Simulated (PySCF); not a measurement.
A structure optimised at PBE0-D3(BJ)/def2-SVP, used in a PySCF frequency run:

```
O
Si 1 1.6525
H 2 1.4939 1 108.71
H 2 1.4986 3 108.44 1 -121.65
H 2 1.4986 3 108.44 4 -116.71
In 1 1.9754 2 136.83 3 180.00
O 6 1.9856 1 115.71 2 180.00
H 7 0.9642 6 112.21 1 180.00
O 6 1.9910 1 116.47 2 0.00
H 9 0.9641 6 112.82 1 180.00
```

### Question
Write its SMILES, formula and point group.

### Answer
[OH][In]([OH])[O][SiH3], H₅InO₃Si, Cs

### Question
What are its rotational constants (standard atomic weights)?

### Answer
4.4958, 1.2454, 0.98651 GHz
